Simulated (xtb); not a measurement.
CNO (SMILES N#C[O]), doublet, geometry from GFN2-xTB. Base run: GFN2-xTB (xtb).

The xtb input:
```
$ xtb mol.xyz --gfn 2 --uhf 1 --json

# file mol.xyz
3

O     -0.00000000    -0.00000000    -1.11938575
C      0.00000000     0.00000000     0.04267568
N      0.00000000     0.00000000     1.24271884
```

Variants of this job, named by their change:

```
change        ΔE vs base (mEh)  dipole (D)  SCF cycles
------------  ----------------  ----------  ----------
base                     0.000        0.86           9
alpb = thf              -3.394        0.88           9
acc = 0.0001             0.000        0.86          13
acc = 0.1                0.000        0.86          11
file = coord             0.000        0.86           9
```

ALPB and GBSA are two models with their own fitted parameters for each solvent, which aren't always the measured dielectric constant.
